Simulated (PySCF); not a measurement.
Distorted geometries of [Lu(P5)2]+

[Lu(P5)2]+ (singlet in the valence; each metal's 4f electrons, 14 of them, lie in its core potential, out of spins and levels). PySCF 2.14.0, RKS BP86, Lu lcecp-1-SVP with ECP60, P def2-SVP; non-relativistic Hamiltonian with scalar-relativistic core potentials where named; density fitting; no spin-orbit coupling. Relaxed geometry:

```xyz
11

Lu    0.4540    0.0017    0.0000
P    -0.1829    1.8355    2.2623
P    -1.8718    0.5441    1.8902
P    -1.1908   -1.5059    2.0311
P     0.9194   -1.4772    2.4915
P     1.5503    0.5921    2.6290
P    -0.1825   -1.8368   -2.2591
P    -1.8717   -0.5451   -1.8892
P    -1.1912    1.5048   -2.0337
P     0.9191    1.4757   -2.4941
P     1.5504   -0.5937   -2.6280
```

Order these distorted geometries by energy above the relaxed one, lowest first.
A.
```xyz
11

Lu    0.3146    0.1587   -0.2122
P    -0.1162    1.7630    2.3110
P    -1.5554    0.4668    2.1280
P    -0.9467   -1.4224    2.0549
P     1.0544   -1.2425    2.5900
P     1.5834    0.5406    2.6615
P    -0.3969   -2.0363   -2.2443
P    -1.7570   -0.6807   -2.0415
P    -1.4313    1.3799   -1.8524
P     0.5605    1.5871   -2.4258
P     1.5928   -0.5190   -2.9693
```
B.
```xyz
11

Lu    0.4209    0.1374   -0.0053
P    -0.1062    1.8854    2.1711
P    -1.8154    0.4654    1.8164
P    -1.0945   -1.6078    2.0536
P     0.8450   -1.4358    2.5012
P     1.4933    0.4792    2.6758
P    -0.2577   -1.8731   -2.2043
P    -1.7986   -0.4285   -1.9428
P    -1.3201    1.5518   -1.9330
P     0.9277    1.4557   -2.4960
P     1.6078   -0.6344   -2.6367
```
C.
```xyz
11

Lu    0.5220   -0.0214    0.0456
P    -0.1037    1.8783    2.3523
P    -1.8599    0.6133    1.8599
P    -1.2185   -1.5074    1.9242
P     1.0045   -1.4967    2.3010
P     1.5338    0.5410    2.7560
P    -0.2530   -1.9046   -2.1425
P    -1.9232   -0.5039   -1.8924
P    -1.1378    1.6012   -2.1344
P     0.9434    1.5140   -2.4023
P     1.3948   -0.7185   -2.6675
```

C (0.48 eV), B (0.96 eV), A (3.87 eV).

Which forces (eV/Å) act in the one that lies 0.96 eV up?


```
Lu   0.35 -0.32 -0.17
P   -0.77 -1.14  0.19
P   -0.01  0.52  0.20
P   -2.88  0.54 -0.83
P    2.38 -2.03  0.67
P    1.05  2.33  0.08
P    0.94  0.58 -0.24
P   -1.49 -1.81  0.29
P    1.83  1.04 -0.61
P   -0.15 -0.20  0.06
P   -1.25  0.50  0.34
```
Forces carry noise of the integration grid, about 0.01 to 0.03 eV/Å.

No frequency check is given that shows the relaxed geometry to be a minimum, and it was reached by following one of several unstable modes of a saddle point. An lcecp potential fixes the number of 4f electrons, so in runs with it no electron can move into or out of that shell.
